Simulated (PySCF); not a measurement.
Delta-SCF ions had no search for a lower state. Excitations are Tamm–Dancoff values on a coarser integration grid. The basis has no diffuse functions, so Rydberg states are missing or too high.

Cartesian coordinates (Å):
SMILES: OC=[SiH2]
```xyz
7

O     -1.3042     0.0595    -1.1215
C     -0.5157    -0.0650    -0.0110
Si     1.2132     0.0283     0.0201
H     -2.1884    -0.2743    -0.9381
H     -1.0346    -0.3240     0.9093
H      1.9964     0.4994    -1.1326
H      1.8333     0.0759     1.3519
```
Charge 0, multiplicity 1.

### Question
Give the vertical ionisation energy (Delta-SCF), LUMO, S1–T1 gap (TDA), dipole moment and S1 excitation (TDA) at the level PBE-D3(BJ)/def2-TZVP // B3LYP-D3(BJ)/def2-TZVP (PySCF).

### Answer

```yaml
vertical ionisation energy (Delta-SCF): 7.84 eV
LUMO: -1.74 eV
S1–T1 gap (TDA): 2.18 eV
dipole_moment: 1.71 D
S1 excitation (TDA): 4.36 eV
```
